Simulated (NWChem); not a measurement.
# Lowest excitation of HIOSi

```xyz
4

Si    -1.1348    -1.2745     0.0000
I      0.2966     0.7680     0.0000
O      0.0547    -2.4388     0.0000
H     -0.2721    -3.3479     0.0000
```
Charge 0, spin multiplicity 1.

Everything below was run with NWChem. All single points use one geometry, from PBE0/def2-SVP with def2 effective core potentials on I, a minimum by its harmonic frequencies. It is one conformer; others weren't searched.

Basis set: def2-SVPD.

The cost column gives rough processor time relative to TD-PBE; each entry includes its own SCF.

Effective core potentials replace the inner electrons of I; spin-orbit coupling is left out. The correlated methods keep 10 core orbitals frozen. B3LYP has NWChem's definition, with VWN1-RPA local correlation. GW and range-separated runs recompute their integrals, the others keep them in memory, which bears on the times. The structure started from a generated list of species. No row is a measurement; the coupled-cluster row has its own basis-set and correlation limits.

| method | lowest vertical singlet excitation energy (eV) | relative cost |
|---|---|---|
| TD-PBE | … | 1 |
| EOM-CCSD | … | under 3 |
| CIS | … | under 3 |
| TD-B3LYP | 3.52 | under 3 |
| TD-CAM-B3LYP | … | 3 |

Complete the blanks.


- TD-PBE, lowest vertical singlet excitation energy (eV): 3.29
- EOM-CCSD, lowest vertical singlet excitation energy (eV): 3.77
- CIS, lowest vertical singlet excitation energy (eV): 4.05
- TD-CAM-B3LYP, lowest vertical singlet excitation energy (eV): 3.64
